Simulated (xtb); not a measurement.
CHO, SMILES [C][OH+] (connectivity only; charge and spin as stated), charge +1, multiplicity 1. All values are semi-empirical tight-binding results from xtb (GFN2-xTB unless named), good for trends rather than for accurate numbers. Geometry: GFN2-xTB.

Optimised geometry:

Bonded distances (Å): H1–O2 1.004, O2–C3 1.110. Angles (°): H1–O2–C3 180.0.
Charge +1, spin multiplicity 1.

```yaml
point_group_as_xtb_finds_it: C∞v
orbital_gap: 5.46 eV
zero_point_energy: 9.6 kcal/mol
G − E(el) at 298.15 K (modified RRHO): -2.6 kcal/mol
static polarisability (D4 model): 14.4 bohr³
solvation energy, GFN2-xTB/ALPB(water): -90.4 kcal/mol
solvation energy, GFN2-xTB/ALPB(octanol): -74.8 kcal/mol
```

Computed IR lines (harmonic; lines under 4 % of the strongest left out, lines within 3 cm⁻¹ merged):
ν (cm⁻¹): 805 (vs), 2911 (s) (against the strongest line: vs over 80 %, s over 45 %, m over 15 %, w over 4 %, vw less)

Computed atomic charges and the Wiberg bond orders between heavy atoms:
charges (e) H1 0.49, O2 0.25, C3 0.26. Bond orders O2–C3 2.49.
